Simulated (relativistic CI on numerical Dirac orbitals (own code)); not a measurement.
# Sensitivity of the levels of Pr⁴⁰⁺ to α and to the nuclear radius

Computed by Dirac-Coulomb-Breit CI, separate exchange-only KLI orbitals for each configuration, derivatives by finite differences, unscaled Slater integrals, QED left out (own radial code, finite nucleus).

Configurations in the expansion (outside the closed core [Ne]): 3s2.3p6.3d, 3s2.3p5.3d2, 3s.3p6.3d2, 3s2.3p6.4s, 3s2.3p6.4p, 3p6.3d3, 3p5.3d4. Double excitations out of closed p, d and f shells are left out; levels of such configurations are missing from the list, as are those of other unlisted configurations, and high levels can miss mixing partners.

With x = (α/α₀)² − 1 an excitation energy changes as ω = ω₀ + qx; K = 2q/ω₀ is the relative enhancement. Terms are leading LS components, so labels can repeat. The field-shift factor is F = δν/δ⟨r²⟩ for the transition from the lowest level.

Lowest level 3s2.3p6.3d 2D_3/2.

```
               Level  ω₀ (cm⁻¹)  q (cm⁻¹)       K  F (GHz/fm²)
   3s2.3p6.3d 2D_5/2     210167    211200    2.01         2.42
 3s2.3p5.3d2 4D°_1/2    1496857     84920   0.113         6.22
 3s2.3p5.3d2 4D°_3/2    1503000     67530  0.0899         6.22
 3s2.3p5.3d2 4F°_5/2    1545458     68120  0.0882         6.37
 3s2.3p5.3d2 4G°_7/2    1570037     58930  0.0751         6.27
 3s2.3p5.3d2 4P°_3/2    1683133     98640   0.117         6.41
 3s2.3p5.3d2 4D°_5/2    1685521    262000   0.311         8.41
 3s2.3p5.3d2 4G°_9/2    1717230    260800   0.304         8.61
 3s2.3p5.3d2 4D°_7/2    1725743    275600   0.319         8.69
 3s2.3p5.3d2 4D°_3/2    1751446    270100   0.308         8.26
 3s2.3p5.3d2 4P°_5/2    1765021    270700   0.307         8.62
3s2.3p5.3d2 4G°_11/2    1775859    279500   0.315         9.03
 3s2.3p5.3d2 2G°_7/2    1789946    266700   0.298         8.64
```

At this charge energies of transitions that change n are usually good to better than 1 %, and those within a shell (Δn = 0) to a few per cent.
